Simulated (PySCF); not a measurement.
Excitations are Tamm–Dancoff values on a coarser integration grid. The basis has no diffuse functions, so Rydberg states are missing or too high.

Cartesian coordinates (Å):
```xyz
19

B      1.1945     2.2011    -0.2278
C      0.5755     0.7967    -0.1060
C      1.3433    -0.3917    -0.2148
C      2.7523    -0.3522    -0.4469
C      3.9494    -0.3810    -0.6433
C      0.7375    -1.6635    -0.0970
C     -0.6207    -1.7897     0.1278
C     -1.4268    -0.6446     0.2437
C     -2.8385    -0.5451     0.4742
C     -3.2586     0.7478     0.5243
S     -1.9827     1.8953     0.2979
C     -0.8086     0.6243     0.1236
H      0.4818     3.1731    -0.1265
H      2.3736     2.3486    -0.4215
H      5.0094    -0.3876    -0.8176
H      1.3636    -2.5525    -0.1872
H     -1.0716    -2.7813     0.2159
H     -3.4986    -1.4048     0.5953
H     -4.2747     1.1072     0.6859
```
Charge 0, spin multiplicity 1.

Q: Give the HOMO–LUMO gap, HOMO, total energy, S1 excitation (TDA) and S1 oscillator strength at the level PBE0-D3(BJ)/def2-TZVP // PBE0-D3(BJ)/def2-SVP in PySCF.

A: 
The HOMO–LUMO gap comes out as 4.12 eV and the HOMO is -6.52 eV. The total energy comes out as -21980.76 eV. The S1 excitation (TDA) is 3.50 eV and the S1 oscillator strength comes out as 0.072.
